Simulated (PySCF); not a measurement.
A structure optimised at PBE-D3(BJ)/def2-SVP, used in a PySCF frequency run:

```
Ge
H 1 1.5566
C 1 2.0039 2 119.56
H 3 1.1087 1 121.22 2 18.27
H 3 1.1155 4 109.70 1 -132.72
O 3 1.4366 4 110.76 5 -125.64
C 6 1.4366 3 105.31 4 -147.54
H 7 1.1087 6 110.76 3 147.54
H 7 1.1155 8 109.70 6 -125.64
Cl 1 2.1902 2 106.89 7 -139.07
```
Charge 0, spin multiplicity 1.

Write its SMILES, formula and point group.

[Cl][GeH]1[CH2]O[CH2]1, C₂H₅ClGeO, Cs

What are its rotational constants (standard atomic weights)?

6.4320, 1.5784, 1.5362 GHz
